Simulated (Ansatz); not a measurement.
`CSB(F)F` and `FBB(F)F` differ in one atom or group.

Ansatz, PBE0-D4/def2-TZVP geometries, multiplicity 1. Each molecule was computed in one conformer, which needn't be the lowest.

```json
{"property": "HOMO energy (ωB97M-V/def2-TZVPP) / eV", "`CSB(F)F`": "-9.91"}
{"property": "size of the dipole moment (B3LYP/def2-TZVPP) / D", "`CSB(F)F`": "2.18"}
{"property": "ideal-gas entropy at 298 K and 1 bar (rigid rotor, harmonic PBE0-D4/def2-TZVP) / J/(mol·K)", "`CSB(F)F`": "331"}
{"property": "LUMO energy (PBE/def2-TZVPP) / eV", "`CSB(F)F`": "-0.76"}
{"property": "HOMO–LUMO gap (PBE/def2-TZVPP) / eV", "`CSB(F)F`": "5.73"}
{"property": "HOMO energy (PBE0/def2-TZVPP) / eV", "`CSB(F)F`": "-7.74"}
```

(1) What does the change do to each property? (Best estimate.)

Answers

(1) Ansatz gave: 
```json
{"property": "HOMO energy (ωB97M-V/def2-TZVPP) / eV", "`FBB(F)F`": "-11.23", "shift": "-1.32"}
{"property": "size of the dipole moment (B3LYP/def2-TZVPP) / D", "`FBB(F)F`": "0.87", "shift": "-1.31"}
{"property": "ideal-gas entropy at 298 K and 1 bar (rigid rotor, harmonic PBE0-D4/def2-TZVP) / J/(mol·K)", "`FBB(F)F`": "318", "shift": "-13"}
{"property": "LUMO energy (PBE/def2-TZVPP) / eV", "`FBB(F)F`": "-2.65", "shift": "-1.89"}
{"property": "HOMO–LUMO gap (PBE/def2-TZVPP) / eV", "`FBB(F)F`": "4.69", "shift": "-1.04"}
{"property": "HOMO energy (PBE0/def2-TZVPP) / eV", "`FBB(F)F`": "-8.93", "shift": "-1.19"}
```

With PBE0 the HOMO falls by 1.19 eV and the LUMO falls by 1.87 eV, so the gap narrows by about 0.68 eV. PBE moves the HOMO by -0.86 eV and ωB97M-V by -1.32 eV. The zero-point energy changes by -63.8 kJ/mol with -6 modes. Dipoles are sizes alone; their direction can turn. Modes under 60 cm⁻¹, often nearly free rotors, make the harmonic entropy too high.

B3LYP here is the variant with VWN-RPA as its local correlation; programs differ in this.
